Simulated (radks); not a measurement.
Values are calculated unless marked as measured or tabulated.
Ionisation of the selenium ion Se+, [Ar] 3d10 4s2 4p3, to [Ar] 3d10 4s2 4p2 as the strength of local exchange is varied. Level of theory: scalar-relativistic Kohn-Sham, Slater X-alpha exchange (alpha = 2/3 is LDA exchange), no correlation, spin-polarised, spherical densities, finite nucleus; open shells are filled with parallel spins first; Fermi nuclear charge, rms radius 4.14 fm (a radial shooting solver on a logarithmic mesh with Libxc functionals).

alpha  E(Se+) (hartree)  exchange (hartree)  IE (eV)  -e of the level emptied (eV)  <r> of it (bohr)
0.667       -2423.48175           -81.35723   20.399                   15.530 (4p)             2.120
0.672       -2424.09233           -81.98724   20.470                   15.597 (4p)             2.117
0.701       -2427.63665           -85.64714   20.883                   15.991 (4p)             2.103
0.953       -2458.64762          -117.87174   24.639                   19.590 (4p)             1.989
1.024       -2467.45342          -127.08704   25.748                   20.662 (4p)             1.960

NIST Atomic Spectra Database: 21.20 eV (measured). The Delta-SCF value meets it near alpha = 0.72. Open shells are spherical and high-spin; term and fine-structure splittings are not resolved.
